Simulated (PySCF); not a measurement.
**Computed properties of BrH₂O₂Sb, SMILES [OH][Sb]([OH])[Br]**

Sb(Br)(OH)2 (BrH2O2Sb), SMILES [OH][Sb]([OH])[Br]. Geometry optimised at B3LYP-D3(BJ)/def2-SVP. The structure was generated by enumeration; whether it is a known compound was not checked. The def2 effective core potentials stand for the cores of Sb; spin–orbit coupling is left out. The values are those of a single conformer. All values are computed for the isolated molecule unless a solvent is named; none is compared with measurement here.

**Structure.** All 12 harmonic modes at B3LYP-D3(BJ)/def2-SVP (PySCF) are real, so it is a minimum. With heavy atoms numbered as in [Sb:1]([Br:2])([OH:3])[OH:5], the shortest bond between them is Sb1–O5 at 1.981 Å and the longest Sb1–Br2 at 2.579 Å.

**Vibrations.** The strongest infrared lines (harmonic, unscaled, degenerate partners summed) lie at 299 cm⁻¹ (149 km/mol, H 66 %, O 31 %), 609 cm⁻¹ (106 km/mol, O 86 %, Sb 13 %), 3790 cm⁻¹ (84 km/mol, H 94 %). The softest mode is at 62 cm⁻¹ and the zero-point energy is 16.7 kcal/mol.

**Electronic structure.** r2SCAN/def2-TZVP (PySCF) places the frontier levels at -7.36 and -2.40 eV, a gap of 4.96 eV, and gives a dipole moment of 0.65 D and a mean polarisability of 66.1 bohr³. PBE/def2-TZVP (PySCF) at the same geometry gives -7.02 and -2.53 eV, so its gap is 0.47 eV narrower. An orbital gap is neither the optical nor the fundamental gap.

**Excitations.** TDA-ωB97X/def2-SVPD (PySCF) has S1 at 5.56 eV (223 nm, f = 0.046, weak); the most intense of the 10 singlets computed lies at 7.15 eV (f = 0.19). T1 (TDA) is at 4.58 eV, 0.98 eV under S1. TDA-PBE/def2-SVPD (PySCF) puts S1 at 4.65 eV. No vertical singlet excitation falls in the visible range (under 3.1 eV).
